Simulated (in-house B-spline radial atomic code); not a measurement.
C²⁺. Computed with a B-spline radial atomic code. Model: all-electron spherical atom, spin shells full or empty, radial basis limit, no spin-orbit coupling, Breit or QED, empty-state partial waves extrapolated as (l+1/2)^-4, RPA, G0W0 and static COHSEX of the highest shell as one setting changes (uncorrelated shells keep exact exchange).

Empty levels are discrete states of a finite basis, so the steps are uneven.

Given: element C; charge 2; filled core He; hamiltonian non-relativistic; mean-field start PBE0; highest l of empty states 9; lowest nl shells left uncorrelated 0; highest mean-field shell 2s; box radius 17.55 bohr.

Shell: 2s 1 1 (electrons up and down).

```csv
highest empty level kept (hartree),RPA correlation energy (hartree),G0W0 level (eV),G0W0 minus most complete (meV),COHSEX level (eV),linearised minus solved G0W0 (meV)
3,-0.10716,-47.478,308.6,-49.601,35.7
6,-0.11703,-47.59,196.3,-49.922,36.8
10.5,-0.13017,-47.659,128,-50.18,37.4
18,-0.14641,-47.694,92.5,-50.299,37.8
30,-0.16253,-47.722,64.7,-50.378,38.1
54,-0.1781,-47.746,40.1,-50.446,38.4
90,-0.19012,-47.763,23.2,-50.496,38.6
180,-0.19916,-47.776,10.8,-50.532,38.7
360,?,?,?,?,?
750,-0.20575,-47.785,1.1,-50.557,38.8
1800,?,?,?,?,?
6000,-0.20642,-47.787,0,-50.559,38.8
```

(1) What follows for highest empty level kept = 360?

(2) What follows for highest empty level kept = 1800?

## Answers

(1) RPA correlation energy -0.20413 hartree; G0W0 level -47.783 eV; G0W0 minus most complete 3.5 meV; COHSEX level -50.551 eV; linearised minus solved G0W0 38.8 meV.

(2) RPA correlation energy -0.20628 hartree; G0W0 level -47.786 eV; G0W0 minus most complete 0.3 meV; COHSEX level -50.558 eV; linearised minus solved G0W0 38.8 meV.
